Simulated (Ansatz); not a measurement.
Start from `[CH3][Ge]([CH3])([F])[Cl]` and change one atom or group to get `[CH3][Ge]([NH2])([F])[Cl]`.

Ansatz, PBE0-D4/def2-TZVP geometries, multiplicity 1. Each molecule was computed in one conformer, which needn't be the lowest.

Scalar relativity is left out up to krypton.

```csv
property,`[CH3][Ge]([CH3])([F])[Cl]`
HOMO energy (B3LYP/def2-TZVPP) / eV,-8.36
HOMO energy (ωB97M-V/def2-TZVPP) / eV,-10.83
LUMO energy (B3LYP/def2-TZVPP) / eV,0.12
size of the dipole moment (B3LYP/def2-TZVPP) / D,3.25
HOMO–LUMO gap (B3LYP/def2-TZVPP) / eV,8.48
HOMO–LUMO gap (PBE0/def2-TZVPP) / eV,9.09
```

What does the change do to each property? (Estimate.)

The calculation gave: 
| property | `[CH3][Ge]([NH2])([F])[Cl]` | shift |
| --- | --- | --- |
| HOMO energy (B3LYP/def2-TZVPP) / eV | -7.84 | 0.52 |
| HOMO energy (ωB97M-V/def2-TZVPP) / eV | -10.46 | 0.37 |
| LUMO energy (B3LYP/def2-TZVPP) / eV | -0.26 | -0.38 |
| size of the dipole moment (B3LYP/def2-TZVPP) / D | 2.87 | -0.38 |
| HOMO–LUMO gap (B3LYP/def2-TZVPP) / eV | 7.58 | -0.90 |
| HOMO–LUMO gap (PBE0/def2-TZVPP) / eV | 8.21 | -0.88 |

With PBE0 the HOMO rises by 0.50 eV and the LUMO falls by 0.37 eV, so the gap narrows by about 0.87 eV. PBE moves the HOMO by 0.63 eV and ωB97M-V by 0.37 eV. Dipoles are sizes alone; their direction can turn.

B3LYP here is the variant with VWN-RPA as its local correlation; programs differ in this.
